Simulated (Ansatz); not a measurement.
`S[SiH](Cl)[O][GaH2]` + H₂ → `S[SiH2]Cl` + `[OH][GaH2]` at 298.15 K and 1 bar (hydrogenolysis of the Si–O bond).

Calculated with Ansatz (gas phase, PBE0-D4/def2-TZVP geometries, no zero-point term in ΔE). CCSD(T)/CBS is the MP2 limit (def2-TZVPP, def2-QZVPP) plus CCSD(T) − MP2 in def2-TZVPP, frozen cores. This one scheme is used for every species. For Ga outer-core shells are correlated without core-valence functions, which leaves a few kJ/mol of doubt a bond. Scalar relativity is left out up to krypton. One conformer a species, not always the lowest.

```tsv
species	CCSD(T)/CBS energy (Eh)	H − E (kJ/mol)	S (J/(mol·K))
`S[SiH](Cl)[O][GaH2]`	-3148.30678	127.0	406.3
H₂	-1.17544	35.1	130.4
`S[SiH2]Cl`	-1148.50980	90.1	304.5
`[OH][GaH2]`	-2000.92981	82.7	263.1
```

H − E and S are ideal-gas, rigid-rotor, harmonic terms from PBE0-D4/def2-TZVP, for one conformer and one mirror image of each species. The MP2-based limit puts H₂ 0.8 mEh under its directly extrapolated value; such offsets cancel only in part. 1 Eh = 2625.50 kJ/mol, R = 8.31446 J/(mol·K).

Q: By hand: ΔE, ΔH, ΔS and ΔG.

A: ΔE = (-1148.50980) + (-2000.92981) − (-3148.30678) − (-1.17544) = 0.04261 Eh = 111.9 kJ/mol. Δ(H − E) = 90.1 + 82.7 − 127.0 − 35.1 = 10.7, so ΔH = 122.6 kJ/mol. ΔS = 304.5 + 263.1 − 406.3 − 130.4 = 30.9 J/(mol·K). ΔG = 122.6 − 298.15 × (30.9)/1000 = 113.4 kJ/mol.

Q: By hand: the equilibrium constant, and the temperature at which ΔG would vanish if ΔH and ΔS stayed fixed.

A: log₁₀ K = −ΔG/(RT ln 10) = -19.9. ΔG = 0 at ΔH/ΔS = 3968 K, far beyond where these terms or the molecules hold.

ΔH outweighs TΔS. A doubt of 5 kJ/mol in ΔE shifts log₁₀ K by 0.9 here. Other conformers and mirror images would add mixing entropy, several J/(mol·K) or more a flexible species. Modes under 60 cm⁻¹, often nearly free rotors, make the harmonic entropy too high. These are equilibria of isolated gas molecules and say nothing of rates. Largest T1 diagnostic: 0.015 (customary marks: 0.02 for closed shells, 0.045 for open ones).
